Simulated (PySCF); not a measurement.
Vertical excitations of a molecule C2H3O2, multiplicity 2 from TDA-LC-ωPBE/def2-SVPD (PySCF 2.14.0), as energy in eV (oscillator strength): 4.91 (0.000), 5.08 (0.052), 5.79 (0.002), 6.25 (0.020), 6.48 (0.065), 6.74 (0.000), 6.90 (0.000), 7.79 (0.010), 7.81 (0.046), 7.87 (0.000). Geometry: TPSSh-D3(BJ)/def2-SVP. The geometry has at least one imaginary mode, so it is a saddle point at that level. One conformer was computed; it need not be the lowest.

Which structure fits?
A) [CH2]OC=O
B) CO[C]=O
C) [CH2]C(=O)O
D) CC([O])=O

A, [CH2]OC=O
